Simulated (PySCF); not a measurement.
## Computed properties of Si(F)2(OMe)(NH2) (CH5F2NOSi), SMILES N[Si](F)(OC)F

Si(F)2(OMe)(NH2) (CH₅F₂NOSi), SMILES F[Si](N)(OC)F. Geometry optimised at B3LYP-D3(BJ)/def2-SVP. The structure was generated by enumeration, and PubChem lists no compound with its InChIKey, so it may never have been made. The values are those of a single conformer. All values are computed for the isolated molecule unless a solvent is named; none is compared with measurement here.

**Structure.** All 27 harmonic modes at B3LYP-D3(BJ)/def2-SVP (PySCF) are real, so it is a minimum. With heavy atoms numbered as in [CH3:1][O:2][Si:3]([NH2:4])([F:5])[F:6], the shortest bond between them is C1–O2 at 1.414 Å and the longest Si3–N4 at 1.699 Å.

**Vibrations.** The strongest infrared lines (harmonic, unscaled, degenerate partners summed) lie at 978 cm⁻¹ (211 km/mol, Si 51 %, F 36 %), 964 cm⁻¹ (200 km/mol, Si 49 %, F 26 %, N 16 %, H 8 %), 1159 cm⁻¹ (196 km/mol, H 34 %, O 33 %, C 29 %). The softest mode is at 68 cm⁻¹ and the zero-point energy is 47.1 kcal/mol.

**Electronic structure.** ωB97X/def2-TZVP (PySCF) places the frontier levels at -10.91 and 2.60 eV, a gap of 13.51 eV, and gives a dipole moment of 3.26 D and a mean polarisability of 43.7 bohr³. PBE/def2-TZVP (PySCF) at the same geometry gives -6.80 and -0.35 eV, so its gap is 7.06 eV narrower. An orbital gap is neither the optical nor the fundamental gap.

**Excitations.** TDA-B3LYP/def2-SVPD (PySCF) has S1 at 6.90 eV (180 nm, f = 0.058, bright); the most intense of the 10 singlets computed lies at 6.90 eV (f = 0.06). T1 (TDA) is at 6.48 eV, 0.42 eV under S1. TDA-PBE/def2-SVPD (PySCF) puts S1 at 6.38 eV. No vertical singlet excitation falls in the visible range (under 3.1 eV).

**NMR.** GIAO shifts at PBE0/pcSseg-1 (PySCF) (non-relativistic, atoms alike by connectivity averaged): ¹³C at 56.0 ppm against TMS; ¹H from 1.0 to 4.1 ppm against TMS; ²⁹Si at -68.3 ppm against TMS; ¹⁹F at -162.0 ppm against CFCl3.

**Solvation.** SMD-ωB97X/6-31G* (PySCF) gives -3.9 kcal/mol in water, -6.3 kcal/mol in methanol, -6.1 kcal/mol in acetone (1 M in both phases, gas-phase geometry).
